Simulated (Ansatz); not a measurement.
Molecular dynamics of ClF4H2OTa

Input file:

```yaml
crystal:
  periodic: [false, false, false]
  atoms:
    - { symbol: Ta, position_ang: [-0.034165, -0.268237, 0.124542] }
    - { symbol: Cl, position_ang: [2.508538, 0.427742, 0.372966] }
    - { symbol: F, position_ang: [-0.070583, 0.039489, 2.006766] }
    - { symbol: F, position_ang: [0.431731, -0.692201, -1.667721] }
    - { symbol: F, position_ang: [-0.614338, 1.466466, -0.293885] }
    - { symbol: O, position_ang: [-1.605245, -1.298528, 0.149083] }
    - { symbol: H, position_ang: [-2.227815, -1.67482, 0.796219] }
    - { symbol: F, position_ang: [1.265323, -1.877091, 0.632895] }
    - { symbol: H, position_ang: [2.140856, -1.06962, 0.607735] }
basis:
  gaussian: { orbitals: def2-SVP }
hamiltonian:
  xc: revpbe
md:
  timestep: 0.5
  n_steps: 200
  ensemble: nve
  temperature: 100.0
  initial_velocities: maxwell_boltzmann
  seed: 8514
```

Command:

```bash
$ ansatz run input.yaml --threads 4 --pin off --max-ram 5120MiB --backend cpu --events-out ev --progress --plain --runs-dir out
```

It starts at the highest image of a converged band, a first-order saddle point between two minima.

Output, in part (one step line in 3, the closing report, with atoms numbered from 0):

```
md step     0: t =     0.00 fs  T =   100.0 K  F+E_penalty+E_count = -27011.43503622 eV  E_kin = 0.090482 eV  conserved = -27011.34455422 eV  (30 SCF iters)
md step     3: t =     1.50 fs  T =    89.8 K  F+E_penalty+E_count = -27011.42560793 eV  E_kin = 0.081270 eV  conserved = -27011.34433831 eV  (33 SCF iters)
md step     6: t =     3.00 fs  T =    81.0 K  F+E_penalty+E_count = -27011.41766088 eV  E_kin = 0.073290 eV  conserved = -27011.34437080 eV  (32 SCF iters)
md step     9: t =     4.50 fs  T =    72.1 K  F+E_penalty+E_count = -27011.40969550 eV  E_kin = 0.065228 eV  conserved = -27011.34446703 eV  (33 SCF iters)
md step    12: t =     6.00 fs  T =    54.3 K  F+E_penalty+E_count = -27011.39341742 eV  E_kin = 0.049165 eV  conserved = -27011.34425262 eV  (32 SCF iters)
md step    15: t =     7.50 fs  T =    52.0 K  F+E_penalty+E_count = -27011.39136586 eV  E_kin = 0.047045 eV  conserved = -27011.34432097 eV  (33 SCF iters)
md step    18: t =     9.00 fs  T =    57.2 K  F+E_penalty+E_count = -27011.39619654 eV  E_kin = 0.051712 eV  conserved = -27011.34448462 eV  (33 SCF iters)
md step    21: t =    10.50 fs  T =    51.9 K  F+E_penalty+E_count = -27011.39123026 eV  E_kin = 0.046939 eV  conserved = -27011.34429150 eV  (33 SCF iters)
md step    24: t =    12.00 fs  T =    54.7 K  F+E_penalty+E_count = -27011.39388486 eV  E_kin = 0.049480 eV  conserved = -27011.34440507 eV  (34 SCF iters)
md step    27: t =    13.50 fs  T =    53.9 K  F+E_penalty+E_count = -27011.39324941 eV  E_kin = 0.048758 eV  conserved = -27011.34449101 eV  (33 SCF iters)
md step    30: t =    15.00 fs  T =    39.8 K  F+E_penalty+E_count = -27011.38030264 eV  E_kin = 0.036022 eV  conserved = -27011.34428051 eV  (33 SCF iters)
md step    33: t =    16.50 fs  T =    36.3 K  F+E_penalty+E_count = -27011.37715366 eV  E_kin = 0.032809 eV  conserved = -27011.34434504 eV  (33 SCF iters)
md step    36: t =    18.00 fs  T =    36.8 K  F+E_penalty+E_count = -27011.37772680 eV  E_kin = 0.033275 eV  conserved = -27011.34445206 eV  (32 SCF iters)
md step    39: t =    19.50 fs  T =    31.5 K  F+E_penalty+E_count = -27011.37275589 eV  E_kin = 0.028517 eV  conserved = -27011.34423938 eV  (34 SCF iters)
md step    42: t =    21.00 fs  T =    42.2 K  F+E_penalty+E_count = -27011.38254954 eV  E_kin = 0.038162 eV  conserved = -27011.34438784 eV  (32 SCF iters)
md step    45: t =    22.50 fs  T =    52.8 K  F+E_penalty+E_count = -27011.39226493 eV  E_kin = 0.047779 eV  conserved = -27011.34448572 eV  (33 SCF iters)
md step    48: t =    24.00 fs  T =    50.5 K  F+E_penalty+E_count = -27011.38999656 eV  E_kin = 0.045680 eV  conserved = -27011.34431660 eV  (32 SCF iters)
md step    51: t =    25.50 fs  T =    53.0 K  F+E_penalty+E_count = -27011.39238333 eV  E_kin = 0.047969 eV  conserved = -27011.34441390 eV  (33 SCF iters)
md step    54: t =    27.00 fs  T =    49.6 K  F+E_penalty+E_count = -27011.38935436 eV  E_kin = 0.044860 eV  conserved = -27011.34449416 eV  (33 SCF iters)
md step    57: t =    28.50 fs  T =    33.8 K  F+E_penalty+E_count = -27011.37483270 eV  E_kin = 0.030588 eV  conserved = -27011.34424467 eV  (32 SCF iters)
md step    60: t =    30.00 fs  T =    32.6 K  F+E_penalty+E_count = -27011.37389845 eV  E_kin = 0.029530 eV  conserved = -27011.34436871 eV  (32 SCF iters)
md step    63: t =    31.50 fs  T =    34.9 K  F+E_penalty+E_count = -27011.37597628 eV  E_kin = 0.031559 eV  conserved = -27011.34441757 eV  (33 SCF iters)
md step    66: t =    33.00 fs  T =    34.4 K  F+E_penalty+E_count = -27011.37536681 eV  E_kin = 0.031112 eV  conserved = -27011.34425484 eV  (33 SCF iters)
md step    69: t =    34.50 fs  T =    48.3 K  F+E_penalty+E_count = -27011.38813204 eV  E_kin = 0.043726 eV  conserved = -27011.34440567 eV  (33 SCF iters)
md step    72: t =    36.00 fs  T =    58.4 K  F+E_penalty+E_count = -27011.39738708 eV  E_kin = 0.052875 eV  conserved = -27011.34451210 eV  (33 SCF iters)
md step    75: t =    37.50 fs  T =    53.3 K  F+E_penalty+E_count = -27011.39251868 eV  E_kin = 0.048227 eV  conserved = -27011.34429182 eV  (33 SCF iters)
md step    78: t =    39.00 fs  T =    54.8 K  F+E_penalty+E_count = -27011.39405913 eV  E_kin = 0.049615 eV  conserved = -27011.34444424 eV  (33 SCF iters)
md step    81: t =    40.50 fs  T =    49.2 K  F+E_penalty+E_count = -27011.38892788 eV  E_kin = 0.044499 eV  conserved = -27011.34442926 eV  (33 SCF iters)
md step    84: t =    42.00 fs  T =    38.4 K  F+E_penalty+E_count = -27011.37896901 eV  E_kin = 0.034736 eV  conserved = -27011.34423312 eV  (32 SCF iters)
md step    87: t =    43.50 fs  T =    45.0 K  F+E_penalty+E_count = -27011.38513141 eV  E_kin = 0.040745 eV  conserved = -27011.34438606 eV  (32 SCF iters)
md step    90: t =    45.00 fs  T =    51.9 K  F+E_penalty+E_count = -27011.39138561 eV  E_kin = 0.046936 eV  conserved = -27011.34444922 eV  (31 SCF iters)
md step    93: t =    46.50 fs  T =    52.4 K  F+E_penalty+E_count = -27011.39170488 eV  E_kin = 0.047438 eV  conserved = -27011.34426706 eV  (32 SCF iters)
md step    96: t =    48.00 fs  T =    63.1 K  F+E_penalty+E_count = -27011.40159076 eV  E_kin = 0.057089 eV  conserved = -27011.34450171 eV  (32 SCF iters)
md step    99: t =    49.50 fs  T =    59.8 K  F+E_penalty+E_count = -27011.39853387 eV  E_kin = 0.054079 eV  conserved = -27011.34445518 eV  (33 SCF iters)
md step   102: t =    51.00 fs  T =    46.3 K  F+E_penalty+E_count = -27011.38618509 eV  E_kin = 0.041902 eV  conserved = -27011.34428314 eV  (33 SCF iters)
md step   105: t =    52.50 fs  T =    42.9 K  F+E_penalty+E_count = -27011.38326650 eV  E_kin = 0.038832 eV  conserved = -27011.34443473 eV  (32 SCF iters)
md step   108: t =    54.00 fs  T =    34.6 K  F+E_penalty+E_count = -27011.37571563 eV  E_kin = 0.031343 eV  conserved = -27011.34437222 eV  (32 SCF iters)
md step   111: t =    55.50 fs  T =    30.6 K  F+E_penalty+E_count = -27011.37191993 eV  E_kin = 0.027713 eV  conserved = -27011.34420691 eV  (32 SCF iters)
md step   114: t =    57.00 fs  T =    46.9 K  F+E_penalty+E_count = -27011.38693403 eV  E_kin = 0.042458 eV  conserved = -27011.34447636 eV  (33 SCF iters)
md step   117: t =    58.50 fs  T =    55.0 K  F+E_penalty+E_count = -27011.39419377 eV  E_kin = 0.049797 eV  conserved = -27011.34439692 eV  (33 SCF iters)
md step   120: t =    60.00 fs  T =    60.4 K  F+E_penalty+E_count = -27011.39893967 eV  E_kin = 0.054614 eV  conserved = -27011.34432603 eV  (33 SCF iters)
md step   123: t =    61.50 fs  T =    69.9 K  F+E_penalty+E_count = -27011.40778419 eV  E_kin = 0.063260 eV  conserved = -27011.34452391 eV  (32 SCF iters)
md step   126: t =    63.00 fs  T =    63.1 K  F+E_penalty+E_count = -27011.40147307 eV  E_kin = 0.057107 eV  conserved = -27011.34436613 eV  (32 SCF iters)
md step   129: t =    64.50 fs  T =    58.9 K  F+E_penalty+E_count = -27011.39757805 eV  E_kin = 0.053326 eV  conserved = -27011.34425241 eV  (32 SCF iters)
md step   132: t =    66.00 fs  T =    70.4 K  F+E_penalty+E_count = -27011.40811831 eV  E_kin = 0.063662 eV  conserved = -27011.34445606 eV  (33 SCF iters)
md step   135: t =    67.50 fs  T =    76.7 K  F+E_penalty+E_count = -27011.41373424 eV  E_kin = 0.069422 eV  conserved = -27011.34431228 eV  (32 SCF iters)
md step   138: t =    69.00 fs  T =    90.8 K  F+E_penalty+E_count = -27011.42657223 eV  E_kin = 0.082196 eV  conserved = -27011.34437654 eV  (31 SCF iters)
md step   141: t =    70.50 fs  T =   103.7 K  F+E_penalty+E_count = -27011.43843994 eV  E_kin = 0.093814 eV  conserved = -27011.34462560 eV  (32 SCF iters)
md step   144: t =    72.00 fs  T =    90.0 K  F+E_penalty+E_count = -27011.42576083 eV  E_kin = 0.081419 eV  conserved = -27011.34434219 eV  (32 SCF iters)
md step   147: t =    73.50 fs  T =    84.3 K  F+E_penalty+E_count = -27011.42048770 eV  E_kin = 0.076247 eV  conserved = -27011.34424103 eV  (31 SCF iters)
md step   150: t =    75.00 fs  T =   100.2 K  F+E_penalty+E_count = -27011.43518800 eV  E_kin = 0.090692 eV  conserved = -27011.34449594 eV  (31 SCF iters)
md step   153: t =    76.50 fs  T =   108.6 K  F+E_penalty+E_count = -27011.44268332 eV  E_kin = 0.098263 eV  conserved = -27011.34442071 eV  (31 SCF iters)
md step   156: t =    78.00 fs  T =   112.5 K  F+E_penalty+E_count = -27011.44619506 eV  E_kin = 0.101752 eV  conserved = -27011.34444285 eV  (31 SCF iters)
md step   159: t =    79.50 fs  T =   107.9 K  F+E_penalty+E_count = -27011.44211297 eV  E_kin = 0.097605 eV  conserved = -27011.34450789 eV  (33 SCF iters)
md step   162: t =    81.00 fs  T =    91.8 K  F+E_penalty+E_count = -27011.42724652 eV  E_kin = 0.083029 eV  conserved = -27011.34421756 eV  (33 SCF iters)
md step   165: t =    82.50 fs  T =    97.0 K  F+E_penalty+E_count = -27011.43208785 eV  E_kin = 0.087774 eV  conserved = -27011.34431373 eV  (33 SCF iters)
md step   168: t =    84.00 fs  T =   114.7 K  F+E_penalty+E_count = -27011.44822070 eV  E_kin = 0.103748 eV  conserved = -27011.34447301 eV  (32 SCF iters)
md step   171: t =    85.50 fs  T =   123.8 K  F+E_penalty+E_count = -27011.45642975 eV  E_kin = 0.112012 eV  conserved = -27011.34441799 eV  (32 SCF iters)
md step   174: t =    87.00 fs  T =   127.6 K  F+E_penalty+E_count = -27011.46000537 eV  E_kin = 0.115440 eV  conserved = -27011.34456568 eV  (32 SCF iters)
md step   177: t =    88.50 fs  T =   115.2 K  F+E_penalty+E_count = -27011.44860166 eV  E_kin = 0.104206 eV  conserved = -27011.34439538 eV  (32 SCF iters)
md step   180: t =    90.00 fs  T =   113.0 K  F+E_penalty+E_count = -27011.44636602 eV  E_kin = 0.102203 eV  conserved = -27011.34416273 eV  (32 SCF iters)
md step   183: t =    91.50 fs  T =   143.2 K  F+E_penalty+E_count = -27011.47426129 eV  E_kin = 0.129594 eV  conserved = -27011.34466770 eV  (35 SCF iters)
md step   186: t =    93.00 fs  T =   147.1 K  F+E_penalty+E_count = -27011.47770475 eV  E_kin = 0.133058 eV  conserved = -27011.34464628 eV  (31 SCF iters)
md step   189: t =    94.50 fs  T =   122.4 K  F+E_penalty+E_count = -27011.45500257 eV  E_kin = 0.110779 eV  conserved = -27011.34422328 eV  (31 SCF iters)
md step   192: t =    96.00 fs  T =   122.1 K  F+E_penalty+E_count = -27011.45471722 eV  E_kin = 0.110441 eV  conserved = -27011.34427573 eV  (33 SCF iters)
md step   195: t =    97.50 fs  T =   142.8 K  F+E_penalty+E_count = -27011.47374786 eV  E_kin = 0.129240 eV  conserved = -27011.34450738 eV  (31 SCF iters)
md step   198: t =    99.00 fs  T =   154.4 K  F+E_penalty+E_count = -27011.48433685 eV  E_kin = 0.139720 eV  conserved = -27011.34461651 eV  (32 SCF iters)
md step   200: t =   100.00 fs  T =   149.7 K  F+E_penalty+E_count = -27011.48012629 eV  E_kin = 0.135492 eV  conserved = -27011.34463472 eV  (32 SCF iters)
Total energy: -27011.48021055 eV, -992.6535886987 hartree
Atom 0 at    -0.028025    -0.231526     0.124063 Å, force     1.373610     0.774134    -0.328475 eV/Å
Atom 1 at     2.420570     0.417589     0.370112 Å, force    -0.406740    -0.185012    -0.116159 eV/Å
Atom 2 at    -0.013723     0.041384     2.007087 Å, force    -0.215353    -0.250823     0.169794 eV/Å
Atom 3 at     0.424178    -0.749806    -1.649290 Å, force     0.114845     0.028082     0.004427 eV/Å
Atom 4 at    -0.661019     1.464509    -0.294552 Å, force    -0.270002     0.156873    -0.117039 eV/Å
Atom 5 at    -1.533864    -1.336477     0.107189 Å, force    -0.045899     0.046928     0.026377 eV/Å
Atom 6 at    -1.985111    -2.002149     0.631084 Å, force    -0.415631    -0.484128     0.328051 eV/Å
Atom 7 at     1.298959    -2.078136     0.663693 Å, force    -0.800758    -0.554958     0.044727 eV/Å
Atom 8 at     2.073305    -1.496789     0.702815 Å, force     0.665928     0.468904    -0.011702 eV/Å
Dipole moment:    -0.459563    -0.591068     0.228260 e Å
```

The run went to its last step. The conserved energy stayed within 0.045 meV per atom of its start (net change -0.009 meV per atom), so the integration is sound. A run of 0.1 ps of so small a system gives no equilibrium averages. The orbitals stay closed-shell, which can raise the energy where a bond breaks towards radicals; this wasn't checked here.

Between its relaxed ends the band would form Cl2–H9 and break F8–H9. These pairs go: Cl2–H9 1.56 → 1.97 Å, F8–H9 1.19 → 0.97 Å. In the last frame they stand as before the step (other bonds may differ from the relaxed reactants and products). These pairs come and go: their bonding changes 6 times, last at 82 of 100 fs, so the outcome isn't settled. It ends as one piece, ClF4H2OTa. Pairs count as bonded within 1.25 times the sum of covalent radii (0.12 Å more for H–H).

Last frame:

```xyz
9
Properties=species:S:1:pos:R:3
Ta -0.028 -0.232 0.124
Cl 2.421 0.418 0.370
F -0.014 0.041 2.007
F 0.424 -0.750 -1.649
F -0.661 1.464 -0.295
O -1.534 -1.337 0.107
H -1.985 -2.002 0.631
F 1.299 -2.078 0.664
H 2.073 -1.497 0.703
```

Time of the run: 5.6 min on 4 threads of Intel(R) Xeon(R) Platinum 8259CL CPU @ 2.50GHz (Skylake/Cascade Lake) (shared host), peak memory 0.21 GiB.
